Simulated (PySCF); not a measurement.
RbCl, SMILES [Rb][Cl].

Geometry: PBE0-D3(BJ)/def2-TZVPD. The def2 effective core potentials stand for the cores of Rb; spin–orbit coupling is left out.

Computed with TDA-CAM-B3LYP/def2-TZVPD (PySCF).

Vertical excitations; the highest root listed may be one member of a degenerate set. Gas-phase values at a fixed geometry. State labels are in the subgroup C2v.

### Question
Estimate the UV-visible absorptions. (The exact figures need the calculation; the answer reports its results.)

### Answer

```csv
state,symmetry,energy (eV),λ (nm),f,main pairs
S1,B2,4.10,302,0.014,HOMO→LUMO (degenerate set)
S2,B1,4.10,302,0.014,HOMO−1→LUMO (degenerate set)
S3,A1,4.35,285,0.084,HOMO−2→LUMO 90 %
S4,A1,5.55,223,0.000,"HOMO→LUMO+2, HOMO−1→LUMO+1 (degenerate set)"
S5,A2,5.55,223,0.000,"HOMO→LUMO+1, HOMO−1→LUMO+2 (degenerate set)"
S6,A2,5.58,222,0.000,"HOMO−1→LUMO+2 42 %, HOMO→LUMO+1 42 %"
S7,A1,5.61,221,0.006,"HOMO−1→LUMO+1 45 %, HOMO→LUMO+2 45 %"
S8,B2,5.70,218,0.022,"HOMO→LUMO+3, HOMO−2→LUMO+2, HOMO→LUMO+9 (degenerate set)"
S9,B1,5.70,218,0.022,"HOMO−1→LUMO+3, HOMO−2→LUMO+1, HOMO−1→LUMO+9 (degenerate set)"
S10,B2,5.70,217,0.039,"HOMO−2→LUMO+2, HOMO→LUMO+3 (degenerate set)"
T1,B2,4.06,305,0,HOMO→LUMO (degenerate set)
T2,B1,4.06,305,0,HOMO−1→LUMO (degenerate set)
T3,A1,4.17,297,0,HOMO−2→LUMO 88 %
T4,A1,5.52,224,0,"HOMO→LUMO+2 40 %, HOMO−1→LUMO+1 40 %, HOMO→LUMO+7 6 %, HOMO−1→LUMO+6 6 %"
```
Triplets are in the Tamm–Dancoff approximation.
